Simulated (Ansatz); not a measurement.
O3W (SMILES [O]=[W](=[O])=[O]) moved off its minimum; all values from Ansatz (an electronic-structure program), cores frozen in correlated methods. Elements past Kr take the def2 small-core potentials, without spin–orbit coupling.
(charge 0, multiplicity 1)
```xyz
4

W      0.15838     0.05591     0.03427
O      1.28811    -0.75745    -0.87815
O     -0.67824    -1.14319     1.24393
O     -0.99337     0.76603    -1.00216
```

Forces at r2SCAN/def2-TZVPP (eV/Å):

| atom | Fx | Fy | Fz |
|---|---|---|---|
| W1 | -3.580 | -1.714 | 6.148 |
| O2 | 1.846 | -1.614 | -1.887 |
| O3 | 2.283 | 3.267 | -3.589 |
| O4 | -0.548 | 0.061 | -0.672 |

### Question
Give the forces (eV/Å), the total energy and the dipole at CCSD(T)/def2-TZVPPD.

### Answer

| atom | Fx | Fy | Fz |
|---|---|---|---|
| W1 | -3.384 | -1.347 | 6.453 |
| O2 | 2.541 | -1.984 | -2.323 |
| O3 | 1.952 | 2.800 | -2.980 |
| O4 | -1.109 | 0.531 | -1.150 |
Energy -292.0738 hartree, dipole 5.36 D.

Doubts at one or more of the structures used: a restricted determinant that unrestricted orbitals would lower (CCSD(T)/def2-TZVPPD).
